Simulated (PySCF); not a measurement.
Computed vibrations of [La(NH2)4]−

[La(NH2)4]− (singlet). PySCF 2.14.0, RKS PBE0, La def2-SVP with ECP46, N def2-SVP, H def2-SVP; non-relativistic Hamiltonian with scalar-relativistic core potentials where named; density fitting; no spin-orbit coupling. Central differences of gradients.

```xyz
13

La    0.0000    0.0000    0.0000
N     1.2327    1.4612    1.4612
H     1.6604    1.2126    2.3562
H     1.6604    2.3562    1.2126
N    -1.2327   -1.4612    1.4612
H    -1.6604   -1.2126    2.3562
H    -1.6604   -2.3562    1.2126
N     1.2327   -1.4612   -1.4612
H     1.6604   -2.3562   -1.2126
H     1.6604   -1.2126   -2.3562
N    -1.2327    1.4612   -1.4612
H    -1.6604    2.3562   -1.2126
H    -1.6604    1.2126   -2.3562
```

Run from Python with OMP_NUM_THREADS=2. Where DIIS fails, smearing, a level shift and second-order steps follow.
It took 76 s on 2 threads of Arm Neoverse V2, with other jobs on the host.

(1) What are the harmonic wavenumbers and infrared intensities?

(2) Is this a minimum?

Results:

(1) Modes are labelled in D2d; negative numbers are unstable modes, those under 60 cm⁻¹ near the noise; a finer grid moves soft modes by up to 10 cm⁻¹.
```csv
cm⁻¹,km/mol,symmetry
-160,–,a2
-37,–,e
-37,–,e
76,0.0,b2
80,0.0,b1
96,0.0,a1
112,0.7,e
112,0.7,e
212,0.0,b1
241,0.0,a2
301,7.7,e
301,7.7,e
314,213.5,e
314,213.5,e
325,0.0,b1
350,0.0,a1
351,263.5,b2
426,209.1,e
426,209.1,e
435,195.0,b2
455,0.0,a1
1505,17.2,b2
1506,1.0,e
1506,1.0,e
1509,0.0,a1
3491,16.6,e
3491,16.6,e
3491,18.6,b2
3492,0.0,a1
3576,0.0,a2
3577,15.2,e
3577,15.2,e
3577,0.0,b1
```

(2) No: 3 unstable; the lowest moves the atoms so:
```
La   0.00  0.00  0.00
N    0.00  0.00  0.00
H   -0.29  0.10  0.17
H    0.29 -0.17 -0.10
N    0.00  0.00  0.00
H   -0.29  0.10 -0.17
H    0.29 -0.17  0.10
N    0.00  0.00  0.00
H    0.29  0.17  0.10
H   -0.29 -0.10 -0.17
N    0.00  0.00  0.00
H    0.29  0.17 -0.10
H   -0.29 -0.10  0.17
```
